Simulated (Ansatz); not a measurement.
Reaction (ligand exchange at the Si–S bond): `[SiH3][S][GaH][SiH3]` + `[OH][Al]([OH])[Br]` → `[OH][Al]([Br])[O][SiH3]` + `[SiH3][GaH][SH]`

Gas-phase electronic energies from Ansatz, PBE0-D4/def2-TZVP geometries. CCSD(T)/CBS adds triple-zeta CCSD(T) − MP2 to the extrapolated MP2 energy (def2 sets, frozen cores). Functionals use def2-TZVPP. For Br, Ga outer-core shells are correlated without core-valence functions, which leaves a few kJ/mol of doubt a bond. Scalar relativity is left out up to krypton. One conformer a species, not always the lowest.

(1) Is it downhill or uphill in electronic energy at CCSD(T)/CBS, and by how much? (An estimate is asked.)

(2) What do these levels give: LC-ωPBE, CCSD/def2-SVP, CCSD/def2-TZVPP, MP2/def2-QZVPP, HF/CBS(def2), MP2/CBS(def2)? (Estimate.)

(3) What do rigid-rotor, harmonic-oscillator terms from PBE0-D4/def2-TZVP frequencies (298.15 K, 1 bar) make of the CCSD(T)/CBS value? (An estimate is asked.)

Largest T1 diagnostic among the species: 0.014.

## Answers

(1) Computed: Downhill: ΔE = -0.48 eV.

(2) The calculation gave: LC-ωPBE -0.46, CCSD/def2-SVP -0.60, CCSD/def2-TZVPP -0.56, MP2/def2-QZVPP -0.46, HF/CBS(def2) -0.76, MP2/CBS(def2) -0.44 eV.

(3) Computed: ΔZPE = -0.04 eV, ΔH = -0.52 eV, ΔS = 18 J/(mol·K), ΔG = -0.58 eV. Modes under 50 cm⁻¹ make the entropy rough.

Leaving LDA and LC-ωPBE aside and taking each functional with its dispersion term where it has one, the values, not all of them listed here, spread over 0.29 eV, from CAM-B3LYP-D4 to revPBE-D4. At CCSD(T), def2-SVP lies −0.10 eV from the extrapolated value and def2-TZVPP −0.04 eV.
